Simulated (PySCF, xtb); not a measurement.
YF2, SMILES [F][Y+][F], charge +1.

Harmonic wavenumbers (cm⁻¹) from GFN2-xTB (xtb) at its own minimum, in rising order: 124, 255, 316.

Question: What does PBE-D3(BJ)/def2-TZVP (PySCF) give at its own minimum? (Estimate from the structure and the level; the computed values follow.)

Answer: 151, 662, 672. Paired by order, the mean absolute difference is 263 cm⁻¹ and the zero-point energies are 1.0 and 2.1 kcal/mol.
